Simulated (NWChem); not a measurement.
System: BeSiH$_{3}$OCl; SMILES [SiH3][O][Be][Cl]

```xyz
7

Be    -0.0326     0.7982     0.0038
Cl    -0.0698     2.6084     0.0168
O     -0.0043    -0.6101    -0.0062
Si     0.0315    -2.2629    -0.0146
H     -0.8327    -2.7822    -1.1156
H     -0.4710    -2.7862     1.2902
H      1.4315    -2.7362    -0.2260
```
Atoms are numbered in this order, from 1.

Results from NWChem. Pople sets run with spherical d functions. STO-3G and 3-21G are far too small for this property and stand as cheap habits. All runs use the structure optimised with PBE0/def2-SVP. Field at 589 nm.

```csv
level,isotropic polarisability (bohr³),anisotropy (bohr³),relative time
B3LYP/STO-3G,27.2,35.7,1
B3LYP/6-31G*,44.9,27.8,7
B3LYP/def2-SVP,47.5,26.5,6
B3LYP/def2-SVPD,60.0,23.5,10
B3LYP/aug-cc-pVDZ,60.2,23.6,50
```

Relative times are rough (shared machine, one core).
